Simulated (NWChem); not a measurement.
Program: NWChem. System: ethylene glycol (C₂H₆O₂), charge 0, spin multiplicity 1, at a geometry optimised with PBE0/def2-SVP. Level: CCSD(T)/cc-pVDZ, 4 core orbitals frozen.

Input file:

```
start mol
memory heap 100 mb stack 700 mb global 1900 mb
geometry units angstroms nocenter noautoz noautosym
  O      1.339367    -0.514022     0.016748
  C      0.621185     0.671967    -0.236967
  C     -0.818005     0.259084    -0.452578
  O     -1.308448    -0.434967     0.655628
  H      2.202080    -0.289563     0.375838
  H      0.670932     1.363470     0.626248
  H      1.003717     1.207947    -1.128212
  H     -1.443777     1.152777    -0.606899
  H     -0.876510    -0.347878    -1.380227
  H     -0.622880    -1.081139     0.871515
end
basis spherical
  * library cc-pvdz
end
scf
  rhf
  nopen 0
  maxiter 100
  thresh 1e-7
  semidirect memsize 60000000 filesize 0
end
ccsd
  freeze core 4
  maxiter 60
end
task ccsd(t) energy
```

Output (cleaned and shortened):

```
             Northwest Computational Chemistry Package (NWChem) 7.3.0
             --------------------------------------------------------

                                NWChem Input Module
                                -------------------

 Scaling coordinates for geometry "geometry" by  1.889725989
 (inverse scale =  0.529177249)

                             Geometry "geometry" -> ""
                             -------------------------

 Output coordinates in angstroms (scale by  1.889725989 to convert to a.u.)

  No.       Tag          Charge          X              Y              Z
 ---- ---------------- ---------- -------------- -------------- --------------
    1 O                    8.0000     1.33936700    -0.51402200     0.01674800
    2 C                    6.0000     0.62118500     0.67196700    -0.23696700
    3 C                    6.0000    -0.81800500     0.25908400    -0.45257800
    4 O                    8.0000    -1.30844800    -0.43496700     0.65562800
    5 H                    1.0000     2.20208000    -0.28956300     0.37583800
    6 H                    1.0000     0.67093200     1.36347000     0.62624800
    7 H                    1.0000     1.00371700     1.20794700    -1.12821200
    8 H                    1.0000    -1.44377700     1.15277700    -0.60689900
    9 H                    1.0000    -0.87651000    -0.34787800    -1.38022700
   10 H                    1.0000    -0.62288000    -1.08113900     0.87151500

 Effective nuclear repulsion energy (a.u.)     134.5607680249

            Nuclear Dipole moment (a.u.)
            ----------------------------
        X                 Y               Z
 ---------------- ---------------- ----------------
    -0.0000113384     0.0000151178     0.0000018897


 Summary of "ao basis" -> "" (spherical)
 ------------------------------------------------------------------------------
       Tag                 Description            Shells   Functions and Types
 ---------------- ------------------------------  ------  ---------------------
 *                          cc-pvdz                   on all atoms
[...]
 ccsd(t): done       39 out of       69 progress:   56.5%
 ccsd(t): done       40 out of       69 progress:   58.0%
 ccsd(t): done       41 out of       69 progress:   59.4%
 ccsd(t): done       42 out of       69 progress:   60.9%
 ccsd(t): done       43 out of       69 progress:   62.3%
 ccsd(t): done       44 out of       69 progress:   63.8%
 ccsd(t): done       45 out of       69 progress:   65.2%
 ccsd(t): done       46 out of       69 progress:   66.7%
 ccsd(t): done       47 out of       69 progress:   68.1%
 ccsd(t): done       48 out of       69 progress:   69.6%
 ccsd(t): done       49 out of       69 progress:   71.0%
 ccsd(t): done       50 out of       69 progress:   72.5%
 ccsd(t): done       51 out of       69 progress:   73.9%
 ccsd(t): done       52 out of       69 progress:   75.4%
 ccsd(t): done       53 out of       69 progress:   76.8%
 ccsd(t): done       54 out of       69 progress:   78.3%
 ccsd(t): done       55 out of       69 progress:   79.7%
 ccsd(t): done       56 out of       69 progress:   81.2%
 ccsd(t): done       57 out of       69 progress:   82.6%
 ccsd(t): done       58 out of       69 progress:   84.1%
 ccsd(t): done       59 out of       69 progress:   85.5%
 ccsd(t): done       60 out of       69 progress:   87.0%
 ccsd(t): done       61 out of       69 progress:   88.4%
 ccsd(t): done       62 out of       69 progress:   89.9%
 ccsd(t): done       63 out of       69 progress:   91.3%
 ccsd(t): done       64 out of       69 progress:   92.8%
 ccsd(t): done       65 out of       69 progress:   94.2%
 ccsd(t): done       66 out of       69 progress:   95.7%
 ccsd(t): done       67 out of       69 progress:   97.1%
 ccsd(t): done       68 out of       69 progress:   98.6%
 ccsd(t): done       69 out of       69 progress:  100.0%
 Time for integral evaluation pass     1        7.61
 Time for triples evaluation pass      1       16.44

 pseudo-e(mp4)  -0.17686747792763E-01
 pseudo-e(mp5)   0.69188764435214E-03
        e(t)    -0.16994860148410E-01

 --------------
 CCSD(T) Energy
 --------------
 Reference energy:                    -228.951909539283349

 CCSD corr. energy:                     -0.699151238323839
 T(CCSD) corr. energy:                  -0.017686747792763
 Total CCSD+T(CCSD) energy:           -229.668747525399937

 CCSD corr. energy:                     -0.699151238323839
 (T) corr. energy:                      -0.016994860148410
 Total CCSD(T) energy:                -229.668055637755600

 routine      calls  cpu(0)   cpu-min  cpu-ave  cpu-max   i/o
 aoccsd          1     0.03     0.03     0.03     0.03    0.00
 iterdrv         1     0.04     0.04     0.04     0.04    0.00
 pampt          11     0.24     0.24     0.24     0.24    0.00
 t2pm           11     0.41     0.41     0.41     0.41    0.00
 sxy            11     1.77     1.77     1.77     1.77    0.00
 ints      8960897   107.01   107.01   107.01   107.01    0.00
 t2eri        9933    28.73    28.73    28.73    28.73    0.00
 idx2         9933     3.03     3.03     3.03     3.03    0.00
 idx34          11     0.25     0.25     0.25     0.25    0.00
 ht2pm          11     0.43     0.43     0.43     0.43    0.00
 itm            11     3.93     3.93     3.93     3.93    0.00
 pdiis          11     0.05     0.05     0.05     0.05    0.00
 triples         1     0.00     0.00     0.00     0.00    0.00
 rdtrpo          1     0.02     0.02     0.02     0.02    0.00
 trpmos          1     7.61     7.61     7.61     7.61    0.00
 trpdrv          1     1.85     1.85     1.85     1.85    0.00
 dovvv      163254     7.76     7.76     7.76     7.76    0.00
 doooo      163254     1.84     1.84     1.84     1.84    0.00
 tengy      151593     4.85     4.85     4.85     4.85    0.00
 Total               169.87   169.87   169.87   169.87    0.00

 Task  times  cpu:      184.2s     wall:      184.2s

 Total times  cpu:      184.3s     wall:      184.3s
```
